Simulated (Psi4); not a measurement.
AgI, charge -1, doublet, at a GFN2-xTB geometry (such geometries of metal compounds can be far from the true shape) (the multiplicity is a formal guess) (core potentials on Ag, I) (a gas-phase anion, which may not be bound at this level), atoms displaced at random by about 0.03 Å a coordinate; TPSS/def2-SVP, gradient in Psi4 1.11.

Input for Psi4:
```
memory 2 GB

molecule {
-1 2
Ag   -0.02834243   -0.00735725   -1.63123837
I    -0.03658979    0.02145144    1.43791522
symmetry c1
no_reorient
no_com
}

set {
  basis def2-svp
  reference uks
}

gradient('tpss')
print_variables()
```

**Question.** What does Psi4 print? Leave out banner, timings and long lists.

**Answer.** 
```
gradient() will perform analytic gradient computation.

   => Loading Basis Set <=

    Name: DEF2-SVP
    Role: ORBITAL
    Keyword: BASIS

    !!!  WARNING: ECP capability is in beta. Please check occupations closely.  !!!

         ---------------------------------------------------------
                                   SCF
               by Justin Turney, Rob Parrish, Andy Simmonett
                          and Daniel G. A. Smith
                              UKS Reference
         ---------------------------------------------------------

  ==> Geometry <==

    Molecular point group: c1
    Full point group: C1

    Geometry (in Angstrom), charge = -1, multiplicity = 2:

       Center              X                  Y                   Z               Mass
    ------------   -----------------  -----------------  -----------------  -----------------
         AG          -0.028342430000    -0.007357250000    -1.631238370000   106.905091600000
         I           -0.036589790000     0.021451440000     1.437915220000   126.904471900000

  Running in c1 symmetry.

  Rotational constants: A =     63.60020  B =      0.03082  C =      0.03081 [cm^-1]
  Rotational constants: A = 1906685.94860  B =    924.06163  C =    923.61401 [MHz]
  Nuclear repulsion =   81.894629185729116

  Charge       = -1
  Multiplicity = 2
  Electrons    = 45
  Nalpha       = 23
  Nbeta        = 22

  ==> Algorithm <==

  SCF Algorithm Type is DF.
  DIIS enabled.
  MOM disabled.
  Fractional occupation disabled.
  Guess Type is SAD.
  Energy threshold   = 1.00e-08
  Density threshold  = 1.00e-08
  Integral threshold = 1.00e-12

  ==> Primary Basis <==

  Basis Set: DEF2-SVP
    Blend: DEF2-SVP
    Number of shells: 21
    Number of basis functions: 57
    Number of Cartesian functions: 64
    Spherical Harmonics?: true
    Max angular momentum: 3

  Core potential: DEF2-SVP
    Number of shells: 8
    Number of ECP primitives: 43
    Number of ECP core electrons: 56
    Max angular momentum: 3

  ==> DFT Potential <==

   => LibXC <=

    Version 7.1.2
    S. Lehtola, C. Steigemann, M. J. T. Oliveira, and M. A. L. Marques,  SoftwareX 7, 1–5 (2018) (10.1016/j.softx.2017.11.002)

   => Composite Functional: TPSS <=

    TPSS Meta-GGA XC Functional

    J. Tao, et al., Phys. Rev. Lett., 91, 146401, 2003

    Deriv               =              1
    GGA                 =           TRUE
    Meta                =           TRUE

    Exchange Hybrid     =          FALSE
    MP2 Hybrid          =          FALSE

   => Exchange Functionals <=

    1.0000   XC_MGGA_X_TPSS

   => Correlation Functionals <=

    1.0000   XC_MGGA_C_TPSS

   => LibXC Density Thresholds  <==

    XC_MGGA_C_TPSS:  1.00E-15
    XC_MGGA_X_TPSS:  1.00E-15

   => Molecular Quadrature <=

    Radial Scheme          =       TREUTLER
    Pruning Scheme         =           NONE
    Nuclear Scheme         =       TREUTLER

    Blocking Scheme        =         OCTREE
    BS radius alpha        =              1
    Pruning alpha          =              1
    Radial Points          =             75
    Spherical Points       =            302
    Total Points           =          42224
    Total Blocks           =            425
    Max Points             =            256
    Max Functions          =             57
    Weights Tolerance      =       1.00E-15

   => Loading Basis Set <=

    Name: (DEF2-SVP AUX)
    Role: JKFIT
    Keyword: DF_BASIS_SCF

  ==> Integral Setup <==

  SCF_SUBTYPE=INCORE selected. In-core MEM_DF algorithm will be used.
  Using in-core AOs.

  ==> MemDFJK: Density-Fitted J/K Matrices <==

    J tasked:                   Yes
    K tasked:                    No
    wK tasked:                   No
    Algorithm:                 Core
    Schwarz Cutoff:           1E-12
    Mask sparsity (%):       1.6005
    Fitting Condition:        1E-10

   => Auxiliary Basis Set <=

  Basis Set: (DEF2-SVP AUX)
    Blend: DEF2-UNIVERSAL-JKFIT
    Number of shells: 95
[...]
  @DF-UKS Final Energy:  -444.57996207762903
    Total Energy =                       -444.5799620776290340
[...]
 Dipole Y            :         -0.7640981            0.7492731           -0.0148250
 Dipole Z            :         -9.3403510            9.3623674            0.0220164
 Magnitude           :                                                    0.0672438

 ------------------------------------------------------------------------------------

         ------------------------------------------------------------
                                   SCF GRAD
                          Rob Parrish, Justin Turney,
                       Andy Simmonett, and Alex Sokolov
         ------------------------------------------------------------

  ==> Geometry <==

    Molecular point group: c1
    Full point group: C1

    Geometry (in Angstrom), charge = -1, multiplicity = 2:

       Center              X                  Y                   Z               Mass
    ------------   -----------------  -----------------  -----------------  -----------------
         AG          -0.028342430000    -0.007357250000    -1.631238370000   106.905091600000
         I           -0.036589790000     0.021451440000     1.437915220000   126.904471900000

  Nuclear repulsion =   81.894629185729116

  ==> Basis Set <==

  Basis Set: DEF2-SVP
    Blend: DEF2-SVP
    Number of shells: 21
    Number of basis functions: 57
    Number of Cartesian functions: 64
    Spherical Harmonics?: true
    Max angular momentum: 3

  Core potential: DEF2-SVP
    Number of shells: 8
    Number of ECP primitives: 43
    Number of ECP core electrons: 56
    Max angular momentum: 3

  ==> DFJKGrad: Density-Fitted SCF Gradients <==

    Gradient:                    1
    J tasked:                  Yes
    K tasked:                   No
    wK tasked:                  No
    Integrals threads:           1
    Schwarz Cutoff:          1E-12
    Fitting Condition:       1E-10

   => Auxiliary Basis Set <=

  Basis Set: (DEF2-SVP AUX)
    Blend: DEF2-UNIVERSAL-JKFIT
    Number of shells: 95
    Number of basis functions: 473
    Number of Cartesian functions: 693
    Spherical Harmonics?: true
    Max angular momentum: 6

  ==> DFT Potential <==

   => LibXC <=

    Version 7.1.2
    S. Lehtola, C. Steigemann, M. J. T. Oliveira, and M. A. L. Marques,  SoftwareX 7, 1–5 (2018) (10.1016/j.softx.2017.11.002)

   => Composite Functional: TPSS <=

    TPSS Meta-GGA XC Functional

    J. Tao, et al., Phys. Rev. Lett., 91, 146401, 2003

    Deriv               =              1
    GGA                 =           TRUE
    Meta                =           TRUE

    Exchange Hybrid     =          FALSE
    MP2 Hybrid          =          FALSE

   => Exchange Functionals <=

    1.0000   XC_MGGA_X_TPSS

   => Correlation Functionals <=

    1.0000   XC_MGGA_C_TPSS

   => LibXC Density Thresholds  <==

    XC_MGGA_C_TPSS:  1.00E-15
    XC_MGGA_X_TPSS:  1.00E-15

   => Molecular Quadrature <=

    Radial Scheme          =       TREUTLER
    Pruning Scheme         =           NONE
    Nuclear Scheme         =       TREUTLER

    Blocking Scheme        =         OCTREE
    BS radius alpha        =              1
    Pruning alpha          =              1
    Radial Points          =             75
    Spherical Points       =            302
    Total Points           =          42224
    Total Blocks           =            425
    Max Points             =            256
    Max Functions          =             57
    Weights Tolerance      =       1.00E-15

  -Total Gradient:
     Atom            X                  Y                   Z
    ------   -----------------  -----------------  -----------------
       1        0.000025632894    -0.000089538015    -0.009539004681
       2       -0.000025858031     0.000090324432     0.009622786460

  Variable Map:
  ----------------------------------------------------------------------------
[...]
  Array Variable Map:
  ----------------------------------------------------------------------------
[...]
[...]
```
